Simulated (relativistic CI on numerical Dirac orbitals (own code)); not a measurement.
## Forbidden lines of Pm XLV

Method of calculation: Dirac-Coulomb-Breit CI, orbitals from a KLI potential per configuration, a model potential for QED, unscaled Slater integrals (own radial code, finite nucleus).

Configurations in the expansion (outside the closed core [Ne]): 3s2 3p5, 3s 3p6, 3s2 3p4 3d, 3s 3p5 3d, 3p6 3d, 3s 3p4 3d2, 3s2 3p3 3d 4p, 3p6 4s, 3s 3p4 3d 4s, 3s2 3p4 4s, 3p6 4p, 3s2 3p4 4p, 3s2 3p4 4d, 3p5 3d 4p, 3s 3p5 4s, 3s2 3p4 4f, 3s 3p5 4p, 3s 3p5 4d, 3s 3p5 4f, 3s2 3p4 5s, 3s2 3p4 5p, 3s2 3p3 4s 4p, 3s2 3p4 5d, 3s2 3p4 5f, 3s2 3p4 5g, 3s 3p4 4s2, 3s 3p5 5s, 3s 3p5 5p, 3s2 3p3 3d2, 3s2 3p2 3d3, 3s 3p3 3d3, 3s2 3p2 3d2 4s, 3s2 3p2 3d2 4p, 3s2 3p2 3d2 4d, 3p5 3d2, 3p4 3d3, 3p4 3d2 4s, 3p4 3d2 4p, 3p4 3d2 4d, 3s2 3p3 3d 4s, 3s 3p3 3d2 4s, 3s2 3p2 3d 4s2, 3s2 3p2 3d 4s 4p, 3s2 3p2 3d 4s 4d, 3p5 3d 4s, 3p4 3d 4s2, 3p4 3d 4s 4p, 3p4 3d 4s 4d, 3s2 3p3 4s2, 3s 3p3 3d 4s2, 3s2 3p2 4s2 4p, 3s2 3p2 4s2 4d, 3s2 3p3 4p2, 3s2 3p2 3d 4p2, 3s 3p3 3d 4p2, 3s2 3p2 4s 4p2, 3s2 3p2 4p3, 3s2 3p2 4p2 4d. Double excitations out of closed p, d and f shells are left out; levels of such configurations are missing from the list, as are those of other unlisted configurations, and high levels can miss mixing partners. These lack a partner that the ground configuration has and come out too high: 3s2 3p4 4f, 3s 3p5 4p, 3s 3p5 4d, 3s 3p5 4f, 3s2 3p4 5s.

```
λ vac (Å)                      Lower                       Upper  Type   A (s⁻¹)  log gf
   57.246        3s2 3p5 2P°_3/2 [1]       3s2 3p4 3d 2F_7/2 [8]    M2  8.77e+03   -7.46
   64.638        3s2 3p5 2P°_3/2 [1]       3s2 3p4 3d 4F_7/2 [6]    M2  1.00e+02   -9.30
   79.251      3s2 3p4 3d 2F_7/2 [8]      3s2 3p4 3d 2F_7/2 [27]    M1  3.00e+06   -4.65
   79.728     3s2 3p4 3d 4D_7/2 [19]      3s2 3p4 3d 2D_5/2 [68]    M1  2.39e+07   -3.86
   80.415      3s2 3p4 3d 4F_9/2 [9]      3s2 3p4 3d 2F_7/2 [27]    M1  8.95e+06   -4.16
   86.241      3s2 3p4 3d 2F_7/2 [8]      3s2 3p4 3d 2G_9/2 [24]    M1  2.34e+06   -4.58
   86.894      3s2 3p4 3d 4D_5/2 [4]      3s2 3p4 3d 2G_7/2 [18]    M1  1.60e+06   -4.84
   87.622      3s2 3p4 3d 4F_9/2 [9]      3s2 3p4 3d 2G_9/2 [24]    M1  1.02e+07   -3.93
   89.715        3s2 3p5 2P°_3/2 [1]         3s2 3p5 2P°_1/2 [2]    M1  2.45e+07   -4.23
   89.753      3s2 3p4 3d 4F_7/2 [6]      3s2 3p4 3d 2G_7/2 [18]    M1  9.99e+06   -4.02
   91.054  3s2 3p3 3d2 4G°_11/2 [41]   3s2 3p3 3d2 4H°_13/2 [98]    E2  9.76e+04   -5.77
   91.054  3s2 3p3 3d2 4G°_11/2 [41]   3s2 3p3 3d2 4H°_13/2 [98]    M1  3.53e+06   -4.21
   92.703      3s2 3p4 3d 4D_5/2 [4]      3s2 3p4 3d 4D_3/2 [16]    M1  1.61e+07   -4.08
   93.117      3s2 3p4 3d 2F_7/2 [8]      3s2 3p4 3d 4D_7/2 [19]    M1  6.89e+06   -4.14
   93.933     3s2 3p4 3d 2D_5/2 [11]      3s2 3p4 3d 2F_7/2 [27]    M1  2.19e+06   -4.63
   94.729      3s2 3p4 3d 4F_9/2 [9]      3s2 3p4 3d 4D_7/2 [19]    M1  9.79e+06   -3.98
   97.882  3s2 3p3 3d2 2H°_11/2 [52]  3s2 3p3 3d2 2I°_13/2 [121]    M1  3.50e+06   -4.15
   99.656     3s2 3p4 3d 2D_5/2 [13]      3s2 3p4 3d 2F_7/2 [27]    M1  8.85e+05   -4.98
   114.07     3s2 3p4 3d 2D_5/2 [11]      3s2 3p4 3d 4D_7/2 [19]    M1  1.75e+06   -4.56
   122.62     3s2 3p4 3d 2D_5/2 [13]      3s2 3p4 3d 4D_7/2 [19]    M1  4.58e+06   -4.08
   314.49  3s2 3p3 3d2 4H°_11/2 [88]  3s2 3p3 3d2 2I°_13/2 [121]    M1  1.89e+05   -4.41
   422.97      3s2 3p4 3d 4D_5/2 [4]       3s2 3p4 3d 2F_7/2 [8]    M1  1.06e+05   -4.64
   458.67      3s2 3p4 3d 4F_7/2 [6]       3s2 3p4 3d 4F_9/2 [9]    M1  1.21e+05   -4.42
   500.61      3s2 3p4 3d 4F_7/2 [6]       3s2 3p4 3d 2F_7/2 [8]    M1  3.56e+04   -4.97
   2727.3      3s2 3p4 3d 4D_5/2 [4]       3s2 3p4 3d 4F_7/2 [6]    M1  3.99e+02   -5.45
```

Terms are leading LS components. Brackets give the number of a level in order of energy, since labels repeat. The list gives strong lines, with weight on those to low levels, among the lowest 400 of 10102 levels, so that lines to higher ones, which can be the strongest, are missing. Levels whose partners in the same complex of configurations lie outside the list can be far off, and so can their lines. Rates are taken at the computed energies, electric ones in the length gauge.

At this charge energies of transitions that change n are usually good to better than 1 %, and those within a shell (Δn = 0) to a few per cent.

LS names give the leading component of a level, which can be under half, so a name can repeat, a term be missing and a line seem to break the LS rules.
